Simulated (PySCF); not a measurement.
## Frontier orbitals and the lowest excitations

Compound: C5H7N3O.
Bonds: C1–O2, O2–C3, C3–C4 (aromatic), C4–C5 (aromatic), C5–C6, C5–N7 (aromatic), N7–N8 (aromatic), N8–N9 (aromatic), C3–N9 (aromatic). Hydrogens: H10, H11, H12 on C1; H13 on C4; H14, H15, H16 on C6.

Theory: TDDFT B3LYP/def2-SVPD, vertical, gas phase, core orbitals frozen in the response in PySCF 2.14.0, density-fitted response routines. One conformer (not necessarily the lowest) at the GFN2-xTB geometry, without solvent, vibrations or thermal averaging. GFN2-xTB frequencies show an imaginary mode (41i cm⁻¹), so this geometry is no minimum at that level. Torsions of this conformer, `[CH3:1][O:2][c:3]1[cH:4][c:5]([CH3:6])[n:7][n:8][n:9]1`: C1–O2–C3–C4 180°.

Kohn–Sham orbitals with the atoms that hold most of them (Löwdin shares over 4%, at most four atoms; ? is withheld):

| orbital | ε (eV) | atoms |
| --- | --- | --- |
| HOMO-3 | -8.73 | N9 22%, C5 20%, N7 14%, C4 13% |
| HOMO-2 | -7.83 | O2 30%, C4 19%, N7 11%, C3 10% |
| HOMO-1 | -7.60 | ? |
| HOMO | -6.54 | N8 45%, N7 23%, N9 16%, C5 5% |
| LUMO | ? | ? |
| LUMO+1 | -1.12 | C3 22%, C5 19%, N7 19%, N9 11% |
| LUMO+2 | 0.30 | C6 15%, C4 13%, C1 12%, C3 10% |

(1) Which atoms hold the HOMO-1, and with what shares?

(2) Give the leading atoms of the LUMO.

(3) What is the LUMO energy, and the HOMO–LUMO gap?

Results:

(1) N7 (bonded to C and N) 37%; N9 (bonded to C and N) 35%; C3 (bonded to C, N and O) 6%; C5 (bonded to 2 C and N) 6%. By element: nitrogen 72% or more, carbon 11% or more.

(2) N8 (bonded to 2 N) 26%; C4 (bonded to 2 C and H) 20%; N9 (bonded to C and N) 15%; C5 (bonded to 2 C and N) 13%. By element: nitrogen 41% or more, carbon 33% or more.

(3) ε(LUMO) = -1.90 eV; the gap is 4.64 eV (0.1705 hartree).

How does S1 compare with the orbital gap of 4.64 eV?

S1 is at 3.33 eV (f = 0.0037), 1.31 eV below the gap, made of HOMO→LUMO (100%). 

One configuration dominates each of S1, S2, S3, S4 and S5. Which, and how do the shares of the two leading atoms of either orbital change from the occupied to the empty one?

- S1 (3.33 eV, f 0.0037), HOMO→LUMO (100%): N8 45% → 26%, N7 23% → at most 13%, C4 at most 6% → 20%
- S2 (4.12 eV, f 0.0004), HOMO→LUMO+1 (91%): N8 45% → at most 12%, N7 23% → 19%, C3 at most 6% → 22%, C5 5% → 19%
- S3 (4.27 eV, f 0.0001), HOMO-1→LUMO (91%): N7 37% → at most 13%, N9 35% → 15%, N8 at most 6% → 26%, C4 at most 6% → 20%
- S4 (5.09 eV, f 0.0033), HOMO-1→LUMO+1 (99%): N7 37% → 19%, N9 35% → 11%, C3 6% → 22%, C5 6% → 19%
- S5 (5.27 eV, f 0.025), HOMO-2→LUMO (85%): O2 30% → at most 13%, C4 19% → 20%, N8 at most 10% → 26%

The run took about 1.9 min of CPU time (one thread, shared machine).
